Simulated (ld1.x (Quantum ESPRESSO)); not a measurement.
**What the settings do to the TM potential of magnesium**

Base potential:

magnesium, norm-conserving Troullier–Martins (Kleinman–Bylander form), made with ld1.x (Quantum ESPRESSO) 7.5 (PBEsol, fully relativistic). Core [He] 2s2, reference 2p6 3s1.75 3p0.25. Waves: 3s (bound): rc 2.85 bohr; 3d channel at 0.45 Ry: rc 2.85 bohr; 2p (bound): rc 1.20 bohr. Local part: the p channel. Core correction: Bessel-smoothed model core inside 0.75 bohr.

Open shells are filled in proportion to 2j + 1 (rel_dist='average').

Occupied shells without a wave of their own: 3p. They enter only through the test configuration that unscreens the potential, and ld1.x also counts them in the model core charge.

All-electron outer shells of the reference configuration (PBEsol, scalar-relativistic, ld1.x):

```
shell  level (eV)  outermost node (bohr)  outermost maximum (bohr)
   1s    -1257.20                      –                      0.09
   2s      -80.14                   0.18                      0.55
   2p      -47.09                      –                      0.48
   3s       -4.94                   0.90                      2.53
   3p       -1.52                   0.96                      3.46
```

Cutoffs, loose and tight: the cutoffs (Ry, on a coarse ladder) from which the occupation-weighted sum of valence levels, in a spherical-Bessel basis at the reference potential, stays within 10 and 1 mRy of its value at 400 Ry. They do not see the model core or the augmentation charge, which bear on the density cutoff. Test errors are all-electron minus pseudo excitation energies from the reference, over the configurations 2p6 3s2 3p0; 2p6 3s1 3p0; 2p6 3s0 3p0; 2p6 3s0 3p1; 2p5 3s2 3p0; 2p6 3s1 3p1; 2p6 3s0 3p2. A dash means not determined; rows that change the core or the reference have their own tests. The largest error is taken over the tests solved by every variant that gives reliable tests at all: 2p6 3s0 3p0; 2p6 3s0 3p1; 2p6 3s0 3p2; 2p6 3s1 3p0; 2p6 3s1 3p1; 2p6 3s2 3p0.

With those shells counted twice in exchange and correlation these files are broken, and their errors move erratically; no question is asked of them.

A true bound ghost makes a file unfit for plane-wave use even where its test errors are small: the radial tests pick states by their node count and pass the ghost by. Where a test does run into it, the solver fails or the error is huge.

```tsv
change	outcome	cutoff, loose	cutoff, tight	bound ghosts	largest test error (meV)
base	generated, misses its reference levels by 0.19 eV	120 Ry	230 Ry	s, p1/2 (extra level of the local part)	-241
wave 3d channel at 0.45 Ry: rc 2.85 bohr becomes 3d channel at 0.45 Ry: rc 4.02 bohr	generated, misses its reference levels by 0.19 eV	120 Ry	230 Ry	s	-241
local potential the s channel	generated, misses its reference levels by 0.43 eV	120 Ry	230 Ry	none	-1142
all radii but the core radius scaled by about 1.34 (s 3.82, p 1.62, d 3.82 bohr)	generated, misses its reference levels by 0.27 eV	80 Ry	160 Ry	s	-819
wave 2p (bound): rc 1.20 bohr becomes 2p (bound): rc 0.84 bohr	generated, misses its reference levels by 0.19 eV	230 Ry	over 300 Ry	s, p1/2 (extra level of the local part)	-253
reference 2p6 3s1.5 3p0.5	generated, misses its reference levels by 0.19 eV	120 Ry	230 Ry	s, p1/2 (extra level of the local part)	-282
wave 3s (bound): rc 2.85 bohr becomes 3s (bound): rc 3.56 bohr	generated, misses its reference levels by 0.19 eV	120 Ry	230 Ry	s	-306
functional PBE	generated, misses its reference levels by 0.19 eV	120 Ry	230 Ry	s	-233
wave 3d channel at 0.45 Ry: rc 2.85 bohr becomes 3d channel at 0.91 Ry: rc 2.85 bohr	generated, misses its reference levels by 0.19 eV	120 Ry	230 Ry	s, p1/2 (extra level of the local part)	-241
```
